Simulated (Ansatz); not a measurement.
Geometry optimisation, Ansatz 0.2.0, RKS B3LYP/def2-SVP.

Input:

```yaml
crystal:
  periodic: [false, false, false]
  atoms:
    - { symbol: Ga, position_ang: [0.0, 0.0, 0.0] }
    - { symbol: H, position_ang: [0.9098, 0.0, 1.5183] }
    - { symbol: Cl, position_ang: [2.4075, 0.0, 0.3969] }
    - { symbol: H, position_ang: [-1.3596, 0.0, -0.785] }
basis:
  gaussian: { orbitals: def2-SVP }
hamiltonian:
  xc: b3lyp
relax:
  f_tol: 0.15
  max_steps: 25
  restrain:
    - { distance: [1, 2], at: 2.57, k: 30.0 }
    - { distance: [0, 1], at: 1.57, k: 30.0 }
    - { distance: [0, 2], at: 2.24, k: 30.0 }
```

Launched with:

```bash
$ ansatz run input.yaml --threads 1 --pin off --max-ram 2048MiB --backend cpu --events-out ev --progress --plain --runs-dir out
```

Question: Where does it end, and by what steps?

Answer: The run converged. The restraints hold the end off the free minimum; the threshold counts their pulls, which the force column leaves out. Restrained pairs: H2–Cl3 (1.87 → 2.62 Å), Ga1–H2 (1.77 → 1.55 Å), Ga1–Cl3 (2.44 → 2.21 Å). After 5 steps the energy has fallen by 2.516 eV (the restraints' own energy left out); Cl3 moved furthest, 0.51 Å.

```tsv
step	energy less start (eV)	largest force component (eV/Å)	accepted
0	0.0000	3.384	yes
1	-1.0334	2.152	yes
2	-1.8420	1.529	yes
3	-2.4277	1.125	yes
4	-2.5168	1.130	yes
5	-2.5161	1.114	yes
```

```xyz
4
Properties=species:S:1:pos:R:3
Ga 0.129 0.000 0.275
H 0.489 0.000 1.783
Cl 2.303 0.000 -0.103
H -0.964 0.000 -0.824
```

Run time: 11 s on 1 thread of Arm Neoverse V1 (shared host), peak memory 0.11 GiB.
